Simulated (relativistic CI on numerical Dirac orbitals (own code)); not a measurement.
## Mn²⁺ in a cubic cluster: 3p photoemission with charge transfer

Computed with a charge-transfer multiplet model of a cubic metal-ligand cluster with up to one ligand hole, Slater and spin-orbit integrals from Dirac-Coulomb-Breit ions, Slater integrals scaled by 0.8. The ground state mixes d5 with configurations of k ligand holes L, whose averages lie at kΔ + k(k − 1)U_dd/2; a core hole lowers each added d electron by U_cd. 300 K, Lorentzian 0.9 eV and Gaussian 0.8 eV FWHM.

Atomic integrals in eV (Slater integrals scaled, ζ unscaled), ground: F2dd 8.204, F4dd 5.095, zeta_d 0.037; with the core hole: F2dd 9.143, F4dd 5.721, zeta_d 0.043, zeta_core 0.835, F2cd 9.879, G1cd 12.251, G3cd 7.459.

Cluster parameters (eV): U_dd = 6, U_cd = 7, 10Dq = 1.05, 10Dq(ligand) = 0.1, V(eg) = 1.95, V(t2g) = -0.96, final-state hopping factor = 1.

```tsv
Case	n_d	d5	d6L	S
Δ = 1.1 eV	5.26	0.74	0.26	2.50
Δ = 2.1 eV	5.21	0.79	0.21	2.50
Δ = 3.1 eV	5.18	0.82	0.18	2.50
```

Weights, n_d and S are thermal averages at 300 K. Binding energies count from the first peak over 30 % of the highest in each spectrum, which can be another peak from case to case. The parameters are a model scan and need not match a compound or its usual spin state. Peaks in eV (height, largest 100):
- Δ = 1.1 eV: 0.0 (100), 5.6 (36), 8.3 (15), 9.6 (16), 16.5 (15), 18.3 (33), 25.7 (23)
- Δ = 2.1 eV: 0.0 (100), 5.5 (34), 9.4 (15), 16.8 (16), 18.5 (32), 25.2 (22)
- Δ = 3.1 eV: 0.0 (100), 2.1 (34), 5.5 (29), 9.2 (14), 17.0 (18), 18.6 (31), 24.8 (19)

Curve for Δ = 3.1 eV (points under 2 left out, the grid thinned):

E (eV), Intensity and a bar:
```
     -3.6        3.0 
     -2.9        4.5 #
     -2.3        7.2 ##
     -1.6       15.5 ####
     -1.0       39.6 ############
     -0.3       91.7 #############################
      0.3       93.6 ##############################
      1.0       52.0 ################
      1.6       34.2 ###########
      2.3       33.5 ##########
      2.9       27.8 ########
      3.6       17.9 #####
      4.2       14.7 ####
      4.9       20.9 ######
      5.5       28.6 #########
      6.2       17.1 #####
      6.8        9.2 ##
      7.5        8.0 ##
      8.1        9.7 ###
      8.8       12.6 ###
      9.4       13.0 ####
     10.1        6.8 ##
     10.8        3.3 
     11.4        2.3 
     13.6        2.0 
     14.2        2.2 
     14.9        2.6 
     15.5        4.0 #
     16.2        9.8 ###
     16.8       17.2 #####
     17.5       17.2 #####
     18.1       23.7 #######
     18.8       29.2 #########
     19.4       16.7 #####
     20.1        8.8 ##
     20.7        6.9 ##
     21.4        4.4 #
     22.0        2.7 
     22.7        2.5 
     23.3        3.7 #
     24.0        9.6 ##
     24.6       18.4 #####
     25.3       14.3 ####
     25.9        5.7 #
     26.6        2.2
```

For the case Δ = 3.1 eV, Δ = 3.1 eV is smaller than U_dd = 6 eV, the charge-transfer side of the Zaanen-Sawatzky-Allen scheme. With the core hole the configuration with one ligand hole lies at Δ − U_cd = -5.9, -4.9, -3.9 eV from the one without, in the order of the table; where this is negative the screened configuration lies lower, though the effective hopping of about 3.1 eV (from the holes of the mixed ground state) mixes the two strongly wherever it is as large as the gap.

With at most 1 ligand hole the space is cut while the next configuration still counts, so covalency is underestimated, and a final configuration with one more ligand hole, which can lie low, is missing from the spectra.
